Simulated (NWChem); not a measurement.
Species: Si2H4S, singlet; SMILES [SiH3][Si]S

```xyz
7

Si    -1.1018     0.1987    -0.0001
S      0.5365     1.5620    -0.0001
H     -0.1732     2.7184     0.0009
Si     0.3634    -1.7137     0.0000
H      1.8296    -1.4059    -0.0061
H      0.0441    -2.5515    -1.2022
H      0.0525    -2.5432     1.2100
```
Atoms are numbered in this order, from 1.

Results from NWChem. Low-valent species are run as closed-shell singlets; no triplet was tried in these runs. All runs use the structure optimised with PBE0/def2-SVP. Ions are spin-unrestricted doublets at the neutral geometry; other ion states weren't tried.

For level PBE0/def2-SVP:

```yaml
"−ε(HOMO) (eV)": 6.52
```

Task: Estimate the same quantities for level PBE/def2-SVP.

Result: 
| Quantity | Result |
|---|---|
| −ε(HOMO) (eV) | 5.50 |
